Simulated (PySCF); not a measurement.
Compound: C₄H₆OSi.
Geometry (PBE0-D3(BJ)/def2-SVP, Å), atoms numbered from 1 in this order:
```
atom  x, y, z in Å
C1     2.9628    0.5361    0.0433
C2     2.0790   -0.2828    0.1965
C3     1.0717   -1.2620    0.3878
C4    -0.2406   -1.0604    0.1655
O5    -0.7362    0.1051   -0.2693
Si6   -2.3551    0.4695   -0.5467
H7     3.7388    1.2653   -0.0955
H8     1.3728   -2.2521    0.7412
H9    -0.9562   -1.8751    0.3414
H10   -3.1357    0.3033    0.7153
H11   -2.3753    1.8796   -1.0069
H12   -2.9099   -0.4446   -1.5888
```

All values: PBE0/def2-SVPD (PySCF, non-relativistic), on one gas-phase PBE0-D3(BJ)/def2-SVP geometry that isn't relaxed in the solvent. The solvent is an IEF-PCM continuum (cavity from Bondi-type radii × 1.2), and excitations are vertical TDDFT with non-equilibrium linear response and a frozen core. The model holds no explicit solvent molecules, cavitation or dispersion.

Gas-phase singlets (H = HOMO, L = LUMO):

```csv
state,E (eV),λ (nm),f,leading configuration
S1,5.249,236,0.000,H→L+1 92%
S2,5.354,232,0.424,H→L 90%
S3,5.436,228,0.000,H-1→L 93%
S4,5.847,212,0.001,H→L+3 57%
S5,6.319,196,0.004,H→L+2 85%
```

Problem. What are the lowest 5 singlets in methanol (ε = 32.61)?

Solution. 
| state | E (eV) | λ (nm) | f | leading configuration | change by rank (eV) |
| --- | --- | --- | --- | --- | --- |
| S1 | 5.307 | 234 | 0.525 | H→L 92% | +0.058 |
| S2 | 5.518 | 225 | 0.000 | H→L+1 72% | +0.164 |
| S3 | 5.649 | 219 | 0.000 | H-1→L 85% | +0.213 |
| S4 | 5.936 | 209 | 0.000 | H→L+2 46% | +0.089 |
| S5 | 6.587 | 188 | 0.000 | H→L+3 47% | +0.268 |

Problem. How does the list change in acetonitrile (ε = 35.69)?

Solution. 
| state | E (eV) | λ (nm) | f | leading configuration | change by rank (eV) |
| --- | --- | --- | --- | --- | --- |
| S1 | 5.303 | 234 | 0.528 | H→L 93% | +0.054 |
| S2 | 5.519 | 225 | 0.000 | H→L+1 72% | +0.165 |
| S3 | 5.650 | 219 | 0.000 | H-1→L 85% | +0.214 |
| S4 | 5.936 | 209 | 0.000 | H→L+2 47% | +0.089 |
| S5 | 6.588 | 188 | 0.000 | H→L+3 48% | +0.269 |

Problem. The ground-state energy changes by -0.217 eV from gas to acetonitrile. By how much does the total energy of gas-phase S2 change?

Solution. E(S2) = E(S0) + excitation energy, so it changes by -0.217 − 0.051 = -0.268 eV: it is lowered more than the ground state, which is what a red shift means. This is the vertical state, with the slow part of the continuum still set for S0.

Problem. How do the frontier levels move from gas to acetonitrile?

Solution. 
```json
{"orbital": "LUMO+2", "gas (eV)": "0.60", "solvent (eV)": "0.82", "change (eV)": "+0.22", "Löwdin shares, gas": "Si6 50 %, H11 13 %, H12 11 %, H10 11 %", "Löwdin shares, solvent": "Si6 22 %, C1 16 %, C2 15 %, C3 8 %"}
{"orbital": "LUMO+1", "gas (eV)": "-0.17", "solvent (eV)": "0.04", "change (eV)": "+0.21", "Löwdin shares, gas": "Si6 39 %, H12 12 %, H10 12 %, H11 10 %", "Löwdin shares, solvent": "Si6 36 %, H12 11 %, H10 11 %, O5 10 %"}
{"orbital": "LUMO", "gas (eV)": "-0.65", "solvent (eV)": "-0.75", "change (eV)": "-0.10", "Löwdin shares, gas": "C4 28 %, C3 18 %, C1 17 %, C2 13 %", "Löwdin shares, solvent": "C4 28 %, C1 18 %, C3 17 %, C2 14 %"}
{"orbital": "HOMO", "gas (eV)": "-6.49", "solvent (eV)": "-6.65", "change (eV)": "-0.16", "Löwdin shares, gas": "C1 22 %, C3 21 %, C4 19 %, C2 16 %", "Löwdin shares, solvent": "C3 23 %, C1 20 %, C4 19 %, C2 15 %"}
{"orbital": "HOMO-1", "gas (eV)": "-7.79", "solvent (eV)": "-8.12", "change (eV)": "-0.33", "Löwdin shares, gas": "C1 43 %, C2 41 %, C3 7 %, H7 4 %", "Löwdin shares, solvent": "C1 42 %, C2 41 %, C3 7 %"}
{"orbital": "HOMO-2", "gas (eV)": "-8.95", "solvent (eV)": "-9.13", "change (eV)": "-0.18", "Löwdin shares, gas": "C2 29 %, C1 21 %, C3 17 %, O5 14 %", "Löwdin shares, solvent": "C2 25 %, C1 19 %, O5 14 %, Si6 11 %"}
{"orbital": "HOMO-3", "gas (eV)": "-9.54", "solvent (eV)": "-9.44", "change (eV)": "+0.10", "Löwdin shares, gas": "O5 42 %, Si6 18 %, H11 11 %, C4 8 %", "Löwdin shares, solvent": "O5 35 %, Si6 22 %, H11 15 %, H12 7 %"}
```

The HOMO–LUMO gap goes from 5.84 to 5.91 eV. Rows go by rank; for LUMO+2 the atom shares or the degeneracy differ between the runs, so the row needn't follow one orbital.
